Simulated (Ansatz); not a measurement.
Pt4⁻, relaxed as a doublet with UKS r2SCAN-D4/def2-SVPD in Ansatz, starting from the GFN1-xTB geometry. Force threshold 0.02 eV/Å.

In the def2 sets Pt takes a core potential; there is no spin–orbit coupling. The charge -1 doublet is spin-contaminated (final ⟨S²⟩ up to 2.46, 0.75 for a pure state). The relaxation made no stability test and no search for a lower SCF solution. No other spin state of charge -1 was run. Another isomer (quartet) lies 0.48 eV lower at PBE0-D4/def2-TZVPD; other spin states weren't run for this one.

Start:

```xyz
4

Pt   -0.2934   -1.0929   -1.0616
Pt    0.3832   -0.8605    1.2335
Pt   -1.2423    0.9144   -0.1700
Pt    1.1525    1.0390   -0.0019
```

Question: Estimate the energy that the relaxation releases and the steps that it takes.

Answer: 0.67 eV, in 6 steps; 56 s on 4 threads of Arm Neoverse V2 on a shared host. No frequencies were taken in this run, so the end may be a saddle point.

Question: Does the start keep its bonding and symmetry?

Answer: By distances, no bond broke or formed. The bond that changes most is Pt1–Pt3, from 2.39 to 2.58 Å (atoms count from 1). Point group D2d at the start, D2d at the end, both within 0.05 Å.

Question: Predict the relaxed structure.

Answer: 
```
atom   x (Å)   y (Å)   z (Å)
 Pt1  -0.157  -1.072  -1.183
 Pt2   0.245  -0.831   1.350
 Pt3  -1.329   0.899  -0.009
 Pt4   1.241   1.004  -0.159
```
Bond lengths (bridged metal pairs left out): 6 × Pt–Pt 2.58 to 2.71 Å.
